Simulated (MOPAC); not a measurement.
MOPAC input (AM1):

```
AM1 FORCE THERMO(298,298) PRECISE LET CHARGE=-1 GEO-OK AUX(PRECISION=9) THREADS=1
H2BOSe

B    -0.75827864 1    0.63071453 1   -1.04853772 1
O    -0.55483665 1    1.95026633 1   -0.87607884 1
H     0.01804457 1    2.13306052 1   -0.13211391 1
Se    0.20692641 1   -0.59908157 1    0.31735465 1
H     0.98410169 1    0.10961098 1    1.29293633 1
```

From the last part of the output:

```
     H    5   0.197643   0.088953   0.043642   2.030103   2.028104

          HEAT OF FORMATION =     -76.404524 KCALS/MOLE

          ZERO POINT ENERGY      13.309 KCAL/MOL

           NORMAL COORDINATE ANALYSIS (Total motion = 1 Angstrom)

   Root No.       1         2         3         4         5         6         7         8

                 1 A'      1 A"      2 A'      2 A"      3 A'      4 A'      5 A'      6 A'

                 180.2     224.3     311.5     426.6     450.4    1008.7    1326.9    1859.1

           1   -0.0497    0.0000   -0.1173    0.0000    0.0092    0.0517    0.3068   -0.0011
           2   -0.1040    0.0000    0.1972    0.0000    0.1582   -0.0616    0.0294   -0.0006
           3    0.0000    0.0933   -0.0000    0.0814   -0.0000   -0.0000   -0.0000    0.0000
           4   -0.0471   -0.0000   -0.1280   -0.0000    0.0072   -0.0810   -0.1742    0.0008
           5    0.1099   -0.0000    0.1009   -0.0000   -0.0286    0.0543   -0.0302    0.0001
           6   -0.0000   -0.0321    0.0000   -0.0826   -0.0000    0.0000    0.0000   -0.0000
           7   -0.1676   -0.0000   -0.0867    0.0000    0.2034    0.6963   -0.4442    0.0051
           8    0.1588   -0.0000    0.0866    0.0000   -0.1072   -0.2893    0.1239   -0.0003
           9    0.0000   -0.1570   -0.0000    0.8291   -0.0000   -0.0000   -0.0000   -0.0000
          10    0.0134   -0.0000    0.0471   -0.0000   -0.0107    0.0011   -0.0016   -0.0083
          11   -0.0057   -0.0000   -0.0520   -0.0000   -0.0096    0.0006    0.0009   -0.0094
          12    0.0000   -0.0132   -0.0000   -0.0050    0.0000   -0.0000    0.0000    0.0000
          13    0.3952    0.0000   -0.3169   -0.0000    0.4189   -0.0513    0.0441    0.6432
          14   -0.3374    0.0000    0.2677    0.0000   -0.3831    0.0427   -0.0277    0.7398
          15    0.0000    0.7043   -0.0000    0.0019   -0.0000    0.0000   -0.0000   -0.0000

   Root No.       9

                 7 A'

                3522.1

           1   -0.0051
           2   -0.0030
           3   -0.0000
           4   -0.0205
           5   -0.0522
           6    0.0000
           7    0.3818
           8    0.8526
           9   -0.0000
          10    0.0000
          11    0.0001
          12    0.0000
          13   -0.0034
          14    0.0012
          15    0.0000

           MASS-WEIGHTED COORDINATE ANALYSIS (NORMAL COORDINATES)

   Root No.       1         2         3         4         5         6         7         8

                 1 A'      1 A"      2 A'      2 A"      3 A'      4 A'      5 A'      6 A'

                 180.2     224.3     311.5     426.6     450.4    1008.7    1326.9    1859.1

           1   -0.1932    0.0000   -0.3078    0.0000    0.0368    0.1901    0.7637   -0.0035
           2   -0.4045    0.0000    0.5172    0.0000    0.6309   -0.2266    0.0732   -0.0019
           3    0.0000    0.3806   -0.0000    0.2862   -0.0000   -0.0000   -0.0000    0.0000
           4   -0.2227   -0.0000   -0.4083   -0.0000    0.0352   -0.3623   -0.5277    0.0032
           5    0.5198   -0.0000    0.3220   -0.0000   -0.1388    0.2427   -0.0916    0.0005
           6   -0.0000   -0.1595    0.0000   -0.3529   -0.0000    0.0000    0.0000   -0.0000
           7   -0.1990   -0.0000   -0.0694    0.0000    0.2477    0.7817   -0.3376    0.0052
           8    0.1886   -0.0000    0.0693    0.0000   -0.1305   -0.3248    0.0942   -0.0004
           9    0.0000   -0.1956   -0.0000    0.8895   -0.0000   -0.0000   -0.0000   -0.0000
          10    0.1412   -0.0000    0.3342   -0.0000   -0.1150    0.0110   -0.0107   -0.0744
          11   -0.0604   -0.0000   -0.3684   -0.0000   -0.1035    0.0059    0.0059   -0.0842
          12    0.0000   -0.1461   -0.0000   -0.0478    0.0000   -0.0000    0.0000    0.0000
          13    0.4692    0.0000   -0.2538   -0.0000    0.5100   -0.0576    0.0335    0.6519
          14   -0.4005    0.0000    0.2144    0.0000   -0.4665    0.0479   -0.0210    0.7499
          15    0.0000    0.8775   -0.0000    0.0020   -0.0000    0.0000   -0.0000   -0.0000

   Root No.       9

                 7 A'

                3522.1

           1   -0.0174
           2   -0.0103
           3   -0.0000
           4   -0.0852
           5   -0.2166
           6    0.0000
           7    0.3974
           8    0.8874
           9   -0.0000
          10    0.0003
          11    0.0009
          12    0.0000
          13   -0.0036
          14    0.0013
          15    0.0000

          DESCRIPTION OF VIBRATIONS

 VIBRATION          1    1A'         ATOM PAIR     ENERGY CONTRIBUTION    RADIAL
 FREQUENCY           180.16         B 1 -- O 2         +54.0% (257.7%)      0.1%
 TRANSITION DIPOLE   0.3407         B 1 -- Se4         +19.5% (154.7%)     12.4%
 TRAVEL (Ang.)       0.4062         O 2 -- H 3         +15.2% (136.6%)     80.4%
 REDUCED MASS        2.2686         Se4 -- H 5         +11.3% (118.0%)      0.8%
 EFFECTIVE MASS     61.8494
 FORCE CONSTANT      0.0434

 VIBRATION          2    1A"         ATOM PAIR     ENERGY CONTRIBUTION    RADIAL
 FREQUENCY           224.29         Se4 -- H 5         +70.8% ( 79.1%)      0.0%
 TRANSITION DIPOLE   0.1504         B 1 -- O 2         +14.5% ( 35.7%)      0.0%
 TRAVEL (Ang.)       0.5870         B 1 -- Se4          +8.6% ( 27.6%)      0.0%
 REDUCED MASS        0.8724         O 2 -- H 3          +6.1% ( 23.3%)      0.0%
 EFFECTIVE MASS      3.3035
 FORCE CONSTANT      0.0259

 VIBRATION          3    2A'         ATOM PAIR     ENERGY CONTRIBUTION    RADIAL
 FREQUENCY           311.54         B 1 -- Se4         +43.0% (128.3%)     96.5%
 TRANSITION DIPOLE   0.2043         O 2 -- H 3         +31.3% (109.6%)      6.3%
 TRAVEL (Ang.)       0.1706         B 1 -- O 2         +18.9% ( 85.2%)     21.0%
 REDUCED MASS        7.4327         Se4 -- H 5          +6.7% ( 50.8%)      0.5%
 EFFECTIVE MASS     24.4712
 FORCE CONSTANT      0.4250

 VIBRATION          4    2A"         ATOM PAIR     ENERGY CONTRIBUTION    RADIAL
 FREQUENCY           426.64         O 2 -- H 3         +93.3% ( 91.8%)      0.0%
 TRANSITION DIPOLE   0.9240         B 1 -- O 2          +5.5% ( 22.4%)      0.0%
 TRAVEL (Ang.)       0.4074         B 1 -- Se4          +1.2% ( 10.4%)      0.0%
 REDUCED MASS        0.9521
 EFFECTIVE MASS      2.5645
 FORCE CONSTANT      0.1021

 VIBRATION          5    3A'         ATOM PAIR     ENERGY CONTRIBUTION    RADIAL
 FREQUENCY           450.37         B 1 -- O 2         +31.2% ( 67.7%)      0.0%
 TRANSITION DIPOLE   0.4748         B 1 -- Se4         +26.6% ( 62.4%)     64.0%
 TRAVEL (Ang.)       0.2727         Se4 -- H 5         +22.2% ( 57.1%)      3.4%
 REDUCED MASS        2.0129         O 2 -- H 3         +20.0% ( 54.1%)     17.1%
 EFFECTIVE MASS      6.8131
 FORCE CONSTANT      0.2406

 VIBRATION          6    4A'         ATOM PAIR     ENERGY CONTRIBUTION    RADIAL
 FREQUENCY          1008.73         O 2 -- H 3         +74.8% ( 92.7%)      0.5%
 TRANSITION DIPOLE   0.8442         B 1 -- O 2         +21.4% ( 49.6%)     58.1%
 TRAVEL (Ang.)       0.2381         B 1 -- Se4          +3.7% ( 20.7%)     95.4%
 REDUCED MASS        1.1790
 EFFECTIVE MASS      4.3795
 FORCE CONSTANT      0.7068

 VIBRATION          7    5A'         ATOM PAIR     ENERGY CONTRIBUTION    RADIAL
 FREQUENCY          1326.94         B 1 -- O 2         +60.6% ( 91.5%)     98.4%
```

The dipole moment of an ion depends on the origin.
